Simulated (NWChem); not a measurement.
System: BeN₂H₄; SMILES [NH2][Be][NH2]

NWChem input:

```
start job
memory heap 200 mb stack 900 mb global 1100 mb
geometry units angstroms noautosym nocenter noautoz
  Be     0.000000     0.000000     0.000000
  N      0.000000     0.000000     1.501310
  H     -0.583454     0.583454     2.090711
  H      0.583454    -0.583454     2.090711
  N      0.000000     0.000000    -1.501310
  H     -0.583454    -0.583454    -2.090711
  H      0.583454     0.583454    -2.090711
end
basis spherical
  * library def2-tzvp
end
dft
  xc pbe0
  iterations 150
end
property
  efieldgrad
end
task dft property
```

Parts of the log:

```
             Northwest Computational Chemistry Package (NWChem) 7.3.0
             --------------------------------------------------------

                             Geometry "geometry" -> ""
                             -------------------------

 Output coordinates in angstroms (scale by  1.889725989 to convert to a.u.)

  No.       Tag          Charge          X              Y              Z
 ---- ---------------- ---------- -------------- -------------- --------------
    1 Be                   4.0000     0.00000000     0.00000000     0.00000000
    2 N                    7.0000     0.00000000     0.00000000     1.50131000
    3 H                    1.0000    -0.58345400     0.58345400     2.09071100
    4 H                    1.0000     0.58345400    -0.58345400     2.09071100
    5 N                    7.0000     0.00000000     0.00000000    -1.50131000
    6 H                    1.0000    -0.58345400    -0.58345400    -2.09071100
    7 H                    1.0000     0.58345400     0.58345400    -2.09071100

 Effective nuclear repulsion energy (a.u.)      51.9026958917

                              NWChem Property Module
                              ----------------------

  itol2e modified to match energy
  convergence criterion.

                                 NWChem DFT Module
                                 -----------------

 Summary of "ao basis" -> "ao basis" (spherical)
 ------------------------------------------------------------------------------
       Tag                 Description            Shells   Functions and Types
 ---------------- ------------------------------  ------  ---------------------
 Be                        def2-tzvp                 9       19   5s3p1d
 N                         def2-tzvp                11       31   5s3p2d1f
 H                         def2-tzvp                 4        6   3s1p

  itol2e modified to match energy
  convergence criterion.

[...]

          -----------------------
          Electric field gradient
          -----------------------

 1 a.u. = 0.324123 10**(16) esu/cm**3  ( or statvolts/cm**2 ) = 0.97174 10**(22) v/m**2

 ------------------------------------------------------------
   Atom      X         Y         Z
 ------------------------------------------------------------
    1 Be   0.00000   0.00000   0.00000
 ------------------------------------------------------------

 Electric field gradient in molecular frame (a.u.)
         XX             YY             ZZ             XY             XZ             YZ
 ------------------------------------------------------------------------------------------
       -0.109946      -0.109946       0.219893      -0.000000       0.000000       0.000000

 Principal components (a.u.) and orientation
 of principal axis w.r.t. absolute frame                      Asymmetry parameter eta
 --------------------------------------------------------------------------------------
        0.219893      -0.109946      -0.109946                       0.000000

        0.000000       0.708541      -0.705670
        0.000000       0.705670       0.708541
        1.000000      -0.000000       0.000000

 ------------------------------------------------------------
   Atom      X         Y         Z
 ------------------------------------------------------------
    2 N    0.00000   0.00000   2.83706
 ------------------------------------------------------------

 Electric field gradient in molecular frame (a.u.)
         XX             YY             ZZ             XY             XZ             YZ
 ------------------------------------------------------------------------------------------
        0.036650       0.036650      -0.073299       0.667034      -0.000000      -0.000000

 Principal components (a.u.) and orientation
 of principal axis w.r.t. absolute frame                      Asymmetry parameter eta
 --------------------------------------------------------------------------------------
        0.703684      -0.630384      -0.073299                       0.791670

        0.707107       0.707107      -0.000000
        0.707107      -0.707107       0.000000
       -0.000000       0.000000       1.000000

 ------------------------------------------------------------
   Atom      X         Y         Z
 ------------------------------------------------------------
    3 H   -1.10257   1.10257   3.95087
 ------------------------------------------------------------

 Electric field gradient in molecular frame (a.u.)
         XX             YY             ZZ             XY             XZ             YZ
 ------------------------------------------------------------------------------------------
        0.007648       0.007648      -0.015297       0.226343       0.197522      -0.197522

 Principal components (a.u.) and orientation
 of principal axis w.r.t. absolute frame                      Asymmetry parameter eta
 --------------------------------------------------------------------------------------
       -0.414272       0.233991       0.180280                       0.129652

        0.579246       0.707107       0.405554
       -0.579246       0.707107      -0.405554
       -0.573540       0.000000       0.819177

 ------------------------------------------------------------
   Atom      X         Y         Z
 ------------------------------------------------------------
    4 H    1.10257  -1.10257   3.95087
 ------------------------------------------------------------

[...]
```

Level: PBE0/def2-TZVP. Structure relaxed at the PBE0/def2-SVP level. NWChem prints the field gradient with the sign opposite to the second derivative of the potential.
